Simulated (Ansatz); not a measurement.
A made-up structure of AlSi₂H₃O, singlet:

```xyz
7
angstrom
O -1.5601 -1.9698 1.7307
Si -0.7061 -0.9711 0.9656
Al 1.3234 -0.3876 -0.2398
Si -0.8107 0.5920 -0.7285
H 2.8868 -0.2467 -0.4671
H 2.6804 -0.9486 0.1527
H -1.4679 1.7501 -1.4257
```

It is relaxed with PBE-D4/def2-SVP and then PBE0-D4/def2-TZVP (Ansatz 0.2.0). Atoms count as bonded within 1.22 times the sum of their covalent radii (H–H: 0.88 Å). The end point is not checked to be a true minimum.

(1) Does its bonding change? (A judgement: the text doesn't fix the answer.)

Answers

(1) The calculation gives: Yes. Formed: H5–H6; broken: Al3–H5, Al3–H6.

Where it ends: The first stage lowers the energy by 1.94 eV in 23 steps. It ends as a complex of AlSi₂HO ([O][Si]1[Al][SiH]1) + H₂:
O1  (-2.788, -1.555, 1.638)
Si2  (-1.518, -1.163, 0.902)
Al3  (0.749, -1.266, 0.153)
Si4  (-0.609, 0.432, -0.536)
H5  (3.747, 0.174, -0.401)
H6  (4.097, -0.427, -0.674)
H7  (-1.333, 1.623, -1.094)
(Å)

Labels in which every atom is bracketed show which atoms are joined, not bond orders.

For scale, one of the runs: PBE0-D4/def2-TZVP relaxation, 160 basis functions, launched by `ansatz run in.yaml --threads 2 --pin off --events-out ev --progress --plain --max-ram 4352MiB`. Hardware: 2 CPU threads of an Arm Neoverse V2, shared host. Wall time about 3.5 min.
